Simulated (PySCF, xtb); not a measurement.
BI₃, SMILES I[B-](I)I, charge -1, multiplicity 2.

Harmonic wavenumbers (cm⁻¹) from GFN2-xTB run with xtb 6.7.1 at its own minimum, in rising order: 92, 92, 143, 346, 494, 494.

Question: What does PySCF 2.14.0 with PBE-D3(BJ)/def2-SVPD give at its own minimum? (An estimate is asked for; the answer gives what the named calculation found.)

Answer: 85, 85, 133, 313, 515, 515. Paired by order, the mean absolute difference is 16 cm⁻¹ and the zero-point energies are 2.4 and 2.4 kcal/mol.
